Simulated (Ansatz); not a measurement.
Gas-phase electronic energies from Ansatz, PBE0-D4/def2-TZVP geometries. CCSD(T)/CBS is the MP2 limit (def2-TZVPP, def2-QZVPP) plus CCSD(T) − MP2 in def2-TZVPP, frozen cores. This one scheme is used for every species. DFT in def2-TZVPP. For Br outer-core shells are correlated without core-valence functions, which leaves a few kJ/mol of doubt a bond. Scalar relativity is left out up to krypton. Each species was taken in one conformer, which may not be the lowest.

Consider the formal exchange of groups at a C–O bond: `C[O][Al]([F])[O]C` + `CCBr` → `CC(C)Br` + `C[O][Al]([OH])[F]`.

| level | ΔE (kcal/mol) |
| --- | --- |
| r2SCANh | -17.9 |
| CCSD(T)/def2-TZVPP | -18.5 |

(1) What does CCSD(T)/CBS give? (Estimate.)

Largest T1 diagnostic among the species: 0.012.

Answers

(1) The calculation gave: -19.2 kcal/mol. The listed levels differ from it by 1.3, 0.7 kcal/mol.

Leaving LDA and LC-ωPBE aside and taking each functional with its dispersion term where it has one, the values, not all of them listed here, spread over 2.7 kcal/mol, from PBE-QIDH to BHLYP-D4. LDA lies −1.9 kcal/mol from PBE without D4. In def2-TZVPP, CCSD(T) changes the Hartree–Fock value by −4.6 kcal/mol (the triples alone add −0.6 kcal/mol) and MP2 by −6.6 kcal/mol. At CCSD(T), def2-SVP lies +3.0 kcal/mol from the extrapolated value and def2-TZVPP +0.7 kcal/mol.
